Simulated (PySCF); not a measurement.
## Orbital picture of TiCl

PBE0 at R = 2.261 Å; PySCF, spin-free X2C with a Gaussian nucleus, basis sets Ti x2c-TZVPPall, Cl x2c-TZVPPall. State: ⁴Δ (quartet), unpaired electrons σ ↑↑, δ ↑, a second solution, started from another occupation. Only the outer orbitals are listed, counted within each symmetry.

```
spin  orbital  occ.  ε (eV)  on Ti (%)            main shells (%)
   α       9σ     1  -22.04          5                    95 Cl s
   α      10σ     1  -10.25         24           74 Cl p, 17 Ti d
   α       4π     1   -9.04         10                    90 Cl p
   α       4π     1   -9.04         10                    90 Cl p
   α       1δ     1   -7.30        100                   100 Ti d
   α      11σ     1   -6.55         93           64 Ti d, 28 Ti s
   α      12σ     1   -4.75         92  54 Ti s, 26 Ti p, 11 Ti d
   α       1δ     0   -2.71        100                   100 Ti d
   α       5π     0   -2.48         95                    88 Ti d
   α       5π     0   -2.48         95                    88 Ti d
   β       3π     1  -40.50        100                   100 Ti p
   β       3π     1  -40.50        100                   100 Ti p
   β       8σ     1  -40.42        100                   100 Ti p
   β       9σ     1  -22.00          5                    95 Cl s
   β      10σ     1   -9.78         14                    84 Cl p
   β       4π     1   -9.03          8                    92 Cl p
   β       4π     1   -9.03          8                    92 Cl p
   β      11σ     0   -2.22        100           82 Ti s, 17 Ti d
   β       1δ     0   -1.68        100                   100 Ti d
   β       5π     0   -1.38         95                    94 Ti d
```

**Question.** Which are the highest filled and the lowest empty level, where do they sit, and how wide is the gap?

**Answer.** Highest filled α 12σ at -4.75 eV (in %: 54 Ti s, 26 Ti p, 11 Ti d); lowest empty α 1δ at -2.71 eV (in %: 100 Ti d); the gap at PBE0 is 2.04 eV.

```json
{"bond order (Mayer)": "1.20", "⟨S²⟩": "3.754", "charge on Ti (Mulliken, basis-dependent)": "0.34", "charge on Ti (Löwdin, basis-dependent)": "-0.22", "dipole moment (positive dipole means Ti(−)Cl(+))": "-1.60 D"}
```
